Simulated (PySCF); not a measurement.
Si(Cl)2(GeH3)(OH) (Cl2GeH4OSi), SMILES O[Si]([GeH3])(Cl)Cl. Heavy atoms are numbered as in [OH:1][Si:2]([Cl:3])([Cl:4])[GeH3:5]. Hydrogens are named by the atom that carries them.

The structure is a stationary point at ωB97X-D3(BJ)/def2-SVP. This is a generated structure with no PubChem entry under its InChIKey; it may be hypothetical. The values are those of a single conformer.

Calculation: PBE/def2-TZVP run with PySCF.

ESP charges are fitted to the potential on shells at 1.4 to 2.0 van der Waals radii. Atomic charges (e), one atom of each kind:

```csv
atom,IAO,Mulliken,ESP fit,Löwdin
O1 (OH),-0.76,-0.46,…,-0.08
Si2,1.00,0.50,0.22,-0.71
Cl3,-0.30,-0.20,…,0.25
Ge5 (GeH3),0.13,-0.03,0.11,0.24
H on O1,0.37,0.32,…,0.18
H on Ge5,-0.05,0.02,0.00,-0.04
```

Task: What belongs in the gaps? (The exact figures need the calculation; the answer reports its results.)

Result: 
- O1 (OH), ESP fit: -0.50
- Cl3, ESP fit: -0.11
- H on O1, ESP fit: 0.42
